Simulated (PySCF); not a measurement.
## Working out the excitation energy of Sr

Sr [Kr] 5s2 (1S) → Sr [Kr] 5s1 5p1 (3P). Calculation: PySCF 2.14, in ANO-RCC-VTZP (7s6p3d1f, 47 functions); scalar relativity by spin-free X2C-1e. Frozen: [Ar] 3d10. Energies in hartree (1 hartree = 27.21139 eV):

| part | Sr (lower) | Sr (upper) |
| --- | --- | --- |
| UHF | -3177.234519 | -3177.198060 |
| CCSD correlation | -0.232063 | -0.204343 |
| (T) | -0.006840 | -0.004795 |

What does Hartree-Fock give?

(-3177.198060) − (-3177.234519) = 0.036459 hartree = 0.992 eV.

What do CCSD and CCSD(T) give?

The CCSD correlation energies differ by 0.027720 hartree = 0.754 eV and the triples by 0.002045 hartree = 0.056 eV, so CCSD gives 1.746 eV and CCSD(T) 1.802 eV.

Measured between the centres of the two terms (NIST): 1.823 eV, so CCSD(T) (valence and next inner shell) is off by -0.021 eV.

What remains against the reference includes basis incompleteness, the frozen core and higher excitations.
